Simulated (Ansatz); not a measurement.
Correlation energies of C$_{2}$H$_{7}$GaSi (`[CH2]1[SiH2][CH2][GaH]1`) by basis set

Z-matrix (Å, degrees):
```
Si
C 1 1.886
Ga 1 2.654 2 48.8
C 1 1.886 2 95.1 3 17.0
H 1 1.492 2 110.3 3 -96.8
H 1 1.492 2 116.3 3 139.7
H 2 1.089 1 120.2 3 124.3
H 2 1.097 1 111.1 3 -108.3
H 3 1.564 1 165.7 2 -101.2
H 4 1.089 1 120.2 2 -141.4
H 4 1.097 1 111.1 2 91.2
```

Total charge 0; spin multiplicity 1. Correlated methods include outer-core shells of Ga, which these sets cover unevenly. Scalar relativity is left out up to krypton. All single points use the PBE0-D4/def2-TZVP geometry. Frozen core, restricted reference, the Gaussian-basis code of Ansatz.

```csv
basis,HF (Eh),MP2 corr.,CCSD corr.,(T),CCSD(T) total
def2-SVP,-2291.56847,-0.59579,-0.63280,-0.02163,-2292.22290
def2-TZVPP,-2292.00844,-0.70273,-0.73835,-0.03165,-2292.77844
def2-QZVPP,-2292.06105,-0.98095,–,–,–
```
